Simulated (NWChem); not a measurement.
Molecule: C₂H₅BFN; SMILES FB(C=C)N

```xyz
10

B     -0.0398    -0.5133     0.0026
F     -0.8750    -1.5599    -0.1796
C     -0.6528     0.9190     0.1346
C      0.0053     2.0601    -0.1093
H     -1.7060     0.9933     0.4134
H     -0.4620     3.0396    -0.0244
H      1.0488     2.0685    -0.4234
N      1.3375    -0.7802     0.0625
H      1.7109    -1.7122    -0.0521
H      2.0316    -0.0746     0.2568
```
Atoms are numbered in this order, from 1.

All runs: NWChem. The geometry was optimised at B3LYP/6-31G* (spherical d). Field at 589 nm.

What does the run give for B3LYP/def2-SVPD? Quantities: isotropic polarisability (bohr³); anisotropy (bohr³).

The isotropic polarisability (bohr³) is 49.9 and the anisotropy (bohr³) comes out as 22.8.
